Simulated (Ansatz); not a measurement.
```yaml
crystal:
  periodic: [false, false, false]
  atoms:
    - {symbol: C, position_ang: [-2.903589, 1.131099, 0.060364]}
    - {symbol: N, position_ang: [-2.866498, 0.004501, 0.098817]}
    - {symbol: In, position_ang: [-0.676965, -0.761407, 0.521719]}
    - {symbol: N, position_ang: [-0.570059, -2.649294, 0.891651]}
    - {symbol: Si, position_ang: [1.326909, 0.804007, 0.616009]}
    - {symbol: C, position_ang: [2.455374, 0.521042, -1.038656]}
    - {symbol: F, position_ang: [2.573531, -0.890421, -1.188080]}
    - {symbol: H, position_ang: [-2.286806, 1.992182, 0.006100]}
    - {symbol: H, position_ang: [-3.981577, 1.448455, -0.204429]}
    - {symbol: H, position_ang: [-1.524166, -3.189175, 0.554867]}
    - {symbol: H, position_ang: [0.202790, -3.168566, 0.664278]}
    - {symbol: H, position_ang: [0.988207, 2.386435, 0.610837]}
    - {symbol: H, position_ang: [1.994303, 0.538066, 1.712082]}
    - {symbol: H, position_ang: [3.291473, 0.917530, -0.878180]}
    - {symbol: H, position_ang: [2.026753, 1.098484, -1.918570]}
basis:
  gaussian: {orbitals: def2-mTZVP, final_grid: {core_spheres: 8, valence_spheres: 7, degree: 23}, point_charges: [{charge: 1.00, position_ang: [6.050, 0.266, 0.073]}]}
total_charge: 1
magnetization: {spin_polarized: true, initial_magnetization: 1}
hamiltonian: {xc: {name: PBE0}, dispersion: d2}
accuracy: high
output: {forces: true}
```

```sh
$ ansatz run in.yaml --threads 2 --pin off --events-out ev --progress --plain --max-ram 31744MiB --backend cpu
```

Problem. How does Ansatz answer? (Best estimate.)

Solution. Computed: The input was rejected before any iteration.
```
Error: YAML parse error: error: line 23 column 45: hamiltonian.dispersion: `d2` is not `none`, `rvv10`, `d3bj`, `d3bjatm`, `d4` or a map `{method: …, s8: …, a1: …, a2_bohr: …}` (numbers without units, a2 in bohr) or `{method: …, functional: …}`
21 | total_charge: 1
22 | magnetization: {spin_polarized: true, initial_magnetization: 1}
23 | hamiltonian: {xc: {name: PBE0}, dispersion: d2}
24 | accuracy: high
25 | output: {forces: true}
```
